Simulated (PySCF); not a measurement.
Simulation results for H5N2OSi, BH2NOSi

All values are calculated (PySCF 2.14.0). Calculation on a computer-drawn molecule: the log of a Hartree-Fock and frozen-core CCSD(T) single point meant for a local Hartree-Fock minimum, with one planted fault or none, to be diagnosed. Offsets are logged minus clean, where the clean run is the same molecule without the fault. The reference is restricted for singlets and unrestricted otherwise, and also for a bond in bohr or an excited solution. Adding or removing an electron swaps singlet and doublet. The excited solution moves the top pair (singlet) or top alpha electron (doublet) to the lowest empty orbital. Highest occupied and lowest empty are orbital energies over both spins, largest force is the largest gradient component, triples share is (T) over the correlation energy, the T1 limit is 0.02 restricted and 0.045 unrestricted, electrons count all cores, a negative frequency is imaginary (commonest isotopes), and the dipole is about the centre of nuclear charge.

Common to all runs: meant charge 0; meant basis cc-pV(D+d)Z; logged SCF converged yes; logged CC converged yes; logged SCF stable within its kind yes; possible faults no fault, one electron removed, one electron added, multiplicity raised by two, geometry at a saddle point, SCF held on an excited solution, minimal basis STO-3G, one bond length entered in bohr, all coordinates scaled.

(1) 
```xyz
9
formula=H5N2OSi meant_multiplicity=2 logged_electrons=40 logged_basis_functions=90 logged_spin_squared=0 logged_highest_occupied=-17.017 logged_lowest_empty=-6.3603 logged_largest_force=0.12992 logged_T1_diagnostic=0.020701 logged_D1_diagnostic=0.087558 logged_triples_share=0.027748 logged_dipole_magnitude=1.8341 logged_energy_HF=-475.41253 logged_energy_CCSD(T)=-476.07553 planted_fault=one_electron_removed HF_energy_offset_from_clean_run=170.9 CCSD(T)_energy_offset_from_clean_run=165.6
N     -1.6745    -0.9643     1.3514
Si    -1.0677     0.6063     0.9891
N     -2.3716     1.6669     1.3394
O      0.3224     0.7847     1.8754
H     -2.5545    -1.2342     0.9517
H     -1.0363    -1.7383     1.3287
H     -2.3191     2.6274     1.0581
H     -2.8614     1.5795     2.2126
H      0.2731     0.5842     2.8004
```

Units: logged_highest_occupied, logged_lowest_empty in eV; logged_largest_force in hartree/bohr; logged_dipole_magnitude in debye; logged_energy_HF, logged_energy_CCSD(T) in hartree; HF_energy_offset_from_clean_run, CCSD(T)_energy_offset_from_clean_run in kcal/mol.

Drawn bonds:
| atom | other atom | order |
| --- | --- | --- |
| 1 | 2 | 1 |
| 2 | 3 | 1 |
| 2 | 4 | 1 |
| 1 | 5 | 1 |
| 1 | 6 | 1 |
| 3 | 7 | 1 |
| 3 | 8 | 1 |
| 4 | 9 | 1 |

Notes: T1 above single-reference limit.

(2) 
```xyz
9
formula=H5N2OSi meant_multiplicity=2 logged_electrons=41 logged_basis_functions=29 logged_spin_squared=0.7523 logged_highest_occupied=-5.7622 logged_lowest_empty=6.3809 logged_largest_force=0.044904 logged_T1_diagnostic=0.013695 logged_D1_diagnostic=0.076472 logged_triples_share=0.017162 logged_dipole_magnitude=0.56793 logged_energy_HF=-469.81957 logged_energy_CCSD(T)=-470.00543
N     -1.6745    -0.9643     1.3514
Si    -1.0677     0.6063     0.9891
N     -2.3716     1.6669     1.3394
O      0.3224     0.7847     1.8754
H     -2.5545    -1.2342     0.9517
H     -1.0363    -1.7383     1.3287
H     -2.3191     2.6274     1.0581
H     -2.8614     1.5795     2.2126
H      0.2731     0.5842     2.8004
```

Units: logged_highest_occupied, logged_lowest_empty in eV; logged_largest_force in hartree/bohr; logged_dipole_magnitude in debye; logged_energy_HF, logged_energy_CCSD(T) in hartree.

Drawn bonds:
| atom | other atom | order |
| --- | --- | --- |
| 1 | 2 | 1 |
| 2 | 3 | 1 |
| 2 | 4 | 1 |
| 1 | 5 | 1 |
| 1 | 6 | 1 |
| 3 | 7 | 1 |
| 3 | 8 | 1 |
| 4 | 9 | 1 |

(3) 
```xyz
6
formula=BH2NOSi meant_multiplicity=1 logged_electrons=36 logged_basis_functions=75 logged_spin_squared=0.7607 logged_highest_occupied=-9.6109 logged_lowest_empty=0.61982 logged_largest_force=0.025951 logged_T1_diagnostic=0.061321 logged_D1_diagnostic=0.27379 logged_triples_share=0.043245 logged_dipole_magnitude=3.4808 logged_energy_HF=-444.00452 logged_energy_CCSD(T)=-444.56048
N     -1.6454     0.6897     0.3462
Si    -1.0301    -0.4402    -0.7603
B      0.9427     0.2184    -0.6503
O      2.0781     0.5706    -0.6103
H     -1.1516     1.4058     0.8451
H     -3.4925     0.6984     0.7779
```

Units: logged_highest_occupied, logged_lowest_empty in eV; logged_largest_force in hartree/bohr; logged_dipole_magnitude in debye; logged_energy_HF, logged_energy_CCSD(T) in hartree.

Drawn bonds:
| atom | other atom | order |
| --- | --- | --- |
| 1 | 2 | 1 |
| 2 | 3 | 1 |
| 3 | 4 | 2 |
| 1 | 5 | 1 |
| 1 | 6 | 1 |

Notes: T1 above single-reference limit.

**Q.** Which fault was planted in the run of H5N2OSi (entry 2)?
**A.** minimal basis STO-3G

**Q.** Which fault was planted in the run of BH2NOSi (entry 3)?
**A.** one bond length entered in bohr, row 5 of the drawn bonds

Further results for H5N2OSi (entry 2):

```
HF energy offset from clean run      : 3681 kcal/mol
CCSD(T) energy offset from clean run : 3975 kcal/mol
```

Further results for BH2NOSi (entry 3):

```
HF energy offset from clean run      : 90.9 kcal/mol
CCSD(T) energy offset from clean run : 90.94 kcal/mol
```
